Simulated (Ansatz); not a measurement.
Cl₂FHSi, SMILES `F[SiH](Cl)Cl` at its PBE0-D4/def2-TZVP geometry, where that method's forces vanish. Charge 0, multiplicity 1.

```tsv
atom	x (Å)	y (Å)	z (Å)
F1	-0.897	-1.233	0.546
Si2	-0.016	-0.079	-0.081
Cl3	1.691	0.077	0.994
Cl4	-1.065	1.648	0.018
H5	0.288	-0.413	-1.477
```

(1) For each bond, give half the difference of the two atoms' forces along it (eV/Å; positive pushes the atoms apart) under PBE-D4, r2SCAN-D4, B3LYP-D4, ωB97M-V in def2-TZVPP. (Estimate.)

Answers

(1) Ansatz gave: 
```json
{"bond": "F1–Si2", "length (Å)": "1.581", "PBE-D4": "0.55", "r2SCAN-D4": "0.05", "B3LYP-D4": "0.17", "ωB97M-V": "0.15"}
{"bond": "Si2–Cl3", "length (Å)": "2.024", "PBE-D4": "0.14", "r2SCAN-D4": "0.05", "B3LYP-D4": "0.17", "ωB97M-V": "0.05"}
{"bond": "Si2–Cl4", "length (Å)": "2.024", "PBE-D4": "0.14", "r2SCAN-D4": "0.05", "B3LYP-D4": "0.17", "ωB97M-V": "0.05"}
{"bond": "Si2–H5", "length (Å)": "1.467", "PBE-D4": "-0.02", "r2SCAN-D4": "-0.06", "B3LYP-D4": "-0.20", "ωB97M-V": "-0.24"}
```

B3LYP here is the variant with VWN-RPA as its local correlation; programs differ in this.
